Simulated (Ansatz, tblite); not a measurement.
Forces on As3S3 at its PBE0-D4/def2-SVP geometry. Charge 0, multiplicity 2.

The xTB rows come from tblite. Another isomer (doublet) lies 0.30 eV lower at PBE0-D4/def2-TZVP; other spin states weren't run for this one.

GFN1-xTB (tblite), largest force 0.81 eV/Å:

```xyz
6
positions Å, forces eV/Å
As   -0.388   -1.521   -0.726   -0.147    0.724    0.212
As   -0.504   -0.600    1.541   -0.101    0.367   -0.667
As    1.981    1.083   -0.338   -0.727    0.013   -0.042
S    -2.244   -0.529    0.100    0.648   -0.172    0.103
S     0.497    1.424    1.290    0.192   -0.694   -0.366
S     0.658    0.143   -1.867    0.135   -0.237    0.760
```

GFN2-xTB (tblite), largest force 0.54 eV/Å:

```
As -0.369 0.126 0.297
As -0.336 -0.129 -0.332
As -0.112 0.139 -0.062
S 0.514 -0.140 0.083
S 0.160 -0.064 -0.156
S 0.144 0.068 0.170
```

PBE-D4/def2-TZVP (Ansatz), largest force 0.25 eV/Å:

```
As 0.018 -0.228 -0.105
As 0.001 -0.090 0.235
As 0.079 0.015 -0.002
S -0.251 0.011 -0.017
S 0.070 0.197 0.069
S 0.083 0.095 -0.181
```
